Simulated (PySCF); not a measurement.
Delta-SCF ions had no search for a lower state. Excitations are Tamm–Dancoff values on a coarser integration grid. The basis has no diffuse functions, so Rydberg states are missing or too high.

# H6GeSi, SMILES `[SiH3][GeH3]` (charge 0, multiplicity 1)

Method: PySCF with PBE0-D3(BJ)/def2-TZVP // PBE0-D3(BJ)/def2-SVP.

* **HOMO**: -8.29 eV
* **dipole moment**: 0.08 D
* **LUMO**: 0.36 eV
* **HOMO–LUMO gap**: 8.66 eV
* **S1 excitation (TDA)**: 7.57 eV
* **S1 oscillator strength**: 0.026
* **brightest of the four lowest singlets (TDA)**: 7.75 eV
* **T1 excitation (TDA)**: 6.52 eV
* **S1–T1 gap (TDA)**: 1.05 eV
* **vertical ionisation energy (Delta-SCF)**: 10.37 eV
* **total energy**: -2369.7098 Ha
* **cost**: roughly 60 core-seconds

```xyz
8

Si    -1.1987     0.0400    -0.0409
Ge     1.1800    -0.0393     0.0404
H     -1.6532     0.4404    -1.4078
H     -1.7140     1.0343     0.9494
H     -1.7691    -1.3035     0.2828
H      1.7208    -1.0506    -0.9878
H      1.7765     1.3447    -0.2773
H      1.6577    -0.4659     1.4411
```
